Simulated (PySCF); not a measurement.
## Distorted geometries of [Gd(CH3)2]+

[Gd(CH3)2]+ (singlet in the valence; each metal's 4f electrons, 7 of them, lie in its core potential, out of spins and levels). PySCF 2.14.0, RKS PBE0, Gd lcecp-1-SVP with ECP53, C def2-SVP, H def2-SVP; non-relativistic Hamiltonian with scalar-relativistic core potentials where named; density fitting; no spin-orbit coupling. Relaxed geometry:

```xyz
9

Gd    0.0425    1.4692   -0.0017
C     0.0001    0.0239    1.7639
H    -0.8869   -0.6368    1.7063
H     0.8817   -0.6463    1.7418
H    -0.0165    0.5193    2.7532
C     0.0006    0.0107   -1.7533
H    -0.8958    0.1503   -2.3900
H     0.8802    0.1322   -2.4162
H    -0.0064   -1.0383   -1.4040
```

Q: Order these distorted geometries by energy above the relaxed one, lowest first.
A.
```xyz
9

Gd   -0.0067    1.5345    0.0486
C     0.0001    0.0231    1.7749
H    -0.9311   -0.7145    1.7114
H     0.9017   -0.5686    1.7113
H     0.0290    0.4958    2.7891
C     0.0110    0.0524   -1.7937
H    -0.9306    0.1361   -2.4638
H     0.9078    0.1154   -2.3876
H     0.0184   -1.0899   -1.3900
```
B.
```xyz
9

Gd    0.1063    1.4124   -0.0278
C     0.0121   -0.0724    1.7951
H    -0.9119   -0.6187    1.7578
H     0.8606   -0.6407    1.7263
H     0.0152    0.5341    2.7717
C    -0.0071    0.1188   -1.8036
H    -1.0333    0.1921   -2.4390
H     0.9554    0.0897   -2.3146
H     0.0021   -1.0309   -1.4659
```
C.
```xyz
9

Gd    0.0947    1.4815    0.0029
C    -0.0037   -0.1076    1.7894
H    -0.8467   -0.6250    1.6923
H     0.9132   -0.6036    1.7414
H    -0.0638    0.5165    2.6245
C     0.1182    0.0883   -1.8360
H    -0.9300    0.0912   -2.2847
H     0.7858    0.1682   -2.4088
H    -0.0681   -1.0251   -1.3212
```

A: A (0.38 eV), B (0.71 eV), C (2.23 eV).

Q: Which forces (eV/Å) act in the one that lies 2.23 eV up?

A: 
```
Gd   -0.04  -0.79   0.23
C     2.16   4.04  -2.35
H    -3.84  -3.13  -0.38
H     1.70  -1.56   0.10
H    -0.01   1.18   2.10
C   -12.99  -3.50  11.17
H     1.04   0.61  -0.17
H    10.66   0.71  -9.55
H     1.32   2.44  -1.16
```
Forces carry noise of the integration grid, about 0.01 to 0.03 eV/Å.

A frequency check found unstable modes (1, the lowest at -30 cm⁻¹), so the relaxed geometry is a saddle point, or these are noise. An lcecp potential fixes the number of 4f electrons, so in runs with it no electron can move into or out of that shell.
